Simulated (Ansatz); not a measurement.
Abridged output of a molecular run in Ansatz:

```
Functional definition: HF
2037 factors; integrals over basis functions are off by at most 1.0e-3 eV
mean field evaluation 1: about -22324.2071 eV, gradient 5.0e1 eV
mean field evaluation 2: about -22324.3782 eV, gradient 5.0e1 eV
mean field evaluation 4: about -22329.7054 eV, gradient 4.5e0 eV
mean field evaluation 8: about -22329.7958 eV, gradient 4.1e-1 eV
mean field evaluation 16: about -22329.7968 eV, gradient 1.7e-6 eV
mean field -22329.79677776 eV, -820.6048959029 hartree, gradient 1.7e-6 eV, S^2 0.000000; 0 other end points of the search recorded, 0 dependent functions left out
13 core orbitals not correlated: weight in the atoms' cores, before any rotation towards them, 1.000 or more for the frozen orbitals, at most 0.000 for the correlated occupied ones
reference -22329.79677776 eV, -820.6048959029 hartree; 23, 23 occupied and 278, 278 virtual orbitals, 2037 factors
second order -34.77296436 eV of doubles, -0.00000000 eV of singles
cycle   1  -34.72304848 eV  change    5.0e-2 eV  update   1.4e-1
cycle   2  -35.53892815 eV  change   -8.2e-1 eV  update   4.5e-2
cycle   3  -35.75391424 eV  change   -2.1e-1 eV  update   2.7e-2
cycle   4  -35.74492319 eV  change    9.0e-3 eV  update   8.1e-3
cycle   5  -35.73585984 eV  change    9.1e-3 eV  update   4.0e-3
cycle   6  -35.73722121 eV  change   -1.4e-3 eV  update   1.6e-3
cycle   7  -35.73710026 eV  change    1.2e-4 eV  update   6.1e-4
cycle   8  -35.73686475 eV  change    2.4e-4 eV  update   2.8e-4
cycle   9  -35.73700909 eV  change   -1.4e-4 eV  update   9.5e-5
cycle  10  -35.73707942 eV  change   -7.0e-5 eV  update   3.7e-5
cycle  11  -35.73703479 eV  change    4.5e-5 eV  update   1.3e-5
perturbative correction -1.36010610 eV, -0.0499829774 hartree
Total energy: -22366.89391866 eV, -821.9681906855 hartree
```

Its atoms:

```xyz
13

C     0.891    0.055    1.411
N     0.023    0.290    0.287
C    -0.646    1.566    0.321
In   -0.246   -0.991   -1.208
F    -1.494   -0.299   -2.546
S     0.629   -3.133   -1.649
H     1.685    0.814    1.474
H     1.376   -0.922    1.344
H     0.337    0.084    2.361
H     0.074    2.397    0.332
H    -1.274    1.665    1.219
H    -1.289    1.693   -0.552
H    -0.068   -3.218   -2.796
```

Task: Which basis set was used?
A. def2-SVPD
B. cc-pV(D+d)Z
C. def2-TZVPP
D. def2-SVP

Result: C. It gives 314 functions.

Task: Write the keys of the input that set method, charge and spin (a neutral closed shell needs none for the last two).

Result: 
```yaml
correlation: {method: ccsd_t}
```
